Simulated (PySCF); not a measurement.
# [TlI2]+ at several levels of theory

Computed with PySCF 2.14.0 (density fitting, no spin-orbit coupling) at the geometry relaxed with TPSS:

```xyz
3
[TlI2]+ (singlet)
Tl    0.0000    0.0000    0.0000
I     0.0000    0.0000    2.6503
I     0.0000    0.0000   -2.6503
```

| level | basis | state | HOMO (eV) | gap (eV) | charge on Tl1 (e) | dipole about the centre of mass (D) | largest force component (eV/Å) |
| --- | --- | --- | --- | --- | --- | --- | --- |
| TPSS | Tl def2-SVP with ECP60, I def2-SVP with ECP28 | singlet | -11.82 | 1.91 | 0.58 | 0.00 | 0.00 |
| r2SCAN | the same | singlet | -12.04 | 2.08 | 0.59 | 0.00 | 0.17 |
| wB97X | the same | singlet | -15.01 | 7.63 | 0.59 | 0.00 | 0.43 |
| HF | the same | singlet | -15.29 | 9.19 | 0.75 | 0.00 | 0.26 |
| TPSS | Tl def2-TZVP with ECP60, I def2-TZVP with ECP28 | singlet | -11.77 | 2.03 | 0.83 | 0.00 | 0.36 |
| TPSS | Tl x2c-SVPall, I x2c-SVPall | singlet | -11.80 | 1.90 | 0.70 | 0.00 | 0.21 |

Charges are Mulliken's, which hang on the basis. The relaxation used the grid (50, 194), these runs (75, 302) or, all-electron (x2c bases, spin-free X2C Hamiltonian), (99, 590).

What does M06-L with Tl def2-SVP with ECP60, I def2-SVP with ECP28 give here?

state singlet, HOMO (eV) -11.72, gap (eV) 2.09, charge on Tl1 (e) 0.64, dipole about the centre of mass (D) 0.00, largest force component (eV/Å) 0.21. Time: 6 s on 2 threads of Arm Neoverse N1, with other jobs on the host, from an already converged density.

In the first row's basis the gap widens with exact exchange: 1.9 to 2.1 eV for TPSS, r2SCAN, M06-L (none); 7.6 to 9.2 eV for wB97X, Hartree–Fock (rising or full at long range).

No frequency check is given that shows the relaxed geometry to be a minimum.
